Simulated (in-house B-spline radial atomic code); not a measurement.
A calculation on Ga V (Ga4+): its settings, and results tabulated from the run. Computed with a B-spline radial code for spherical atoms: scalar-relativistic (X2C) CAM-B3LYP, spin-polarised, spherical fractional occupations, Fermi nucleus of rms radius 3.9973 fm.

In the input, 3d5,1 would mean five up and one down electron.

Command:
```bash
python run_scf.py task.json out
```
Settings (nuclear radius in fm, mass in u):
```
Z                31
configuration    1s2 2s2 2p6 3s2 3p6 3d5,4
hamiltonian      x2c
method           camb3lyp
spin_polarised   True
nucleus          fermi
rms_radius       3.9973
atomic_mass      68.92557
speed_of_light   137.035999084
```

Output (hartree, bohr):
```
 radial grid: 67 intervals, B-splines of order 8, outer radius 14.6809 bohr

 iter        energy (Eh)    residual
    1       -1925.301186    6.32e-01
    2       -1929.991881    7.59e-01
    3       -1939.160101    1.08e-01
    4       -1939.392890    1.76e-02
    5       -1939.397828    2.86e-03
    6       -1939.397899    1.28e-03
    7       -1939.397926    5.27e-04
    8       -1939.397932    9.83e-06
    9       -1939.397932    1.10e-06
   10       -1939.397932    3.64e-08

 total energy                     -1939.39793
 kinetic                            1977.8619
 electron-nucleus                  -4621.7631
 Hartree                             778.9333
 exact exchange                      -16.0015
 exchange-correlation                -58.4285

 orbital      occ     eigenvalue          <r>       <r^2>       <1/r>       r_max
 1s up      1.000      -379.4917    0.0482233  0.00314137     31.8917     0.03136
 1s down    1.000      -379.4916    0.0482231  0.00314134     31.8918     0.03136
 2s up      1.000       -49.2304     0.217454   0.0558487     6.94534      0.1823
 2s down    1.000       -49.1970     0.217362   0.0557985     6.94844      0.1823
 2p up      3.000       -43.1326     0.190613   0.0445511     6.72308      0.1463
 2p down    3.000       -43.1051     0.190504   0.0444939     6.72602      0.1463
 3s up      1.000        -7.9082      0.64643    0.481651     2.21752       0.563
 3s down    1.000        -7.8453     0.647253    0.482953     2.21379      0.5632
 3p up      3.000        -6.0480     0.669583    0.526717     2.05726      0.5646
 3p down    3.000        -5.9805     0.670958    0.529039     2.05246       0.565
 3d up      5.000        -3.0019     0.740281    0.686974     1.74062      0.5245
 3d down    4.000        -2.8725     0.748656    0.704747      1.7267      0.5269
```

Run time, properties included: 0.47 s on 1 thread of Arm Neoverse V2 (shared host).

Caution: exact exchange at fractional occupations of open shells leaves self-interaction of up to several eV.

One-electron X2C: radii and densities carry no picture-change correction, so inner-shell <1/r> comes out high (for 1s by about 2 % at Z = 33, 5 % at 54, 10 % at 75, 30 % at 118) and <r> low.
